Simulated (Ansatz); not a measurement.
System: CBF$_{5}$, net charge 0, singlet state. SMILES: FC(B(F)F)(F)F
Coordinates optimised at B3LYP-D3(BJ)/def2-TZVP (Ansatz, a first-principles code):
```
C
F 1 1.3441
F 1 1.3522 2 107.53
F 1 1.3524 2 107.52 3 -115.35
B 1 1.6155 2 112.91 3 122.37
F 5 1.3086 1 120.62 2 0.50
F 5 1.3094 6 120.32 1 -179.96
```

Wanted: atomisation energy (electronic, to ground-state atoms); the coupled-cluster value holds the core correlation from cc-pwCVTZ, in kcal/mol. Correlated levels leave the core frozen unless marked. UHF or UKS for open shells. No spin-orbit coupling. Non-relativistic. Basis-set limits of correlation are two-point, X^-3; Hartree-Fock from the larger set.

Level to compare with: CCSD(T)/CBS(aug-cc-pVTZ,aug-cc-pVQZ) plus the core term (Ansatz), 749.9 kcal/mol. It is a level with limits of its own, and the differences hold the functionals' basis error too.

Question: Rank these functionals by how close they come to CCSD(T)/CBS(aug-cc-pVTZ,aug-cc-pVQZ), closest first: r2SCANh/def2-TZVPD (Ansatz); BLYP/def2-TZVPD (Ansatz); HSE06/def2-TZVPD (Ansatz).

Answer: HSE06/def2-TZVPD (screened hybrid, 747.6 kcal/mol, difference -2.3), BLYP/def2-TZVPD (GGA, 744.8 kcal/mol, difference -5.1), r2SCANh/def2-TZVPD (hybrid meta-GGA, 742.3 kcal/mol, difference -7.6)
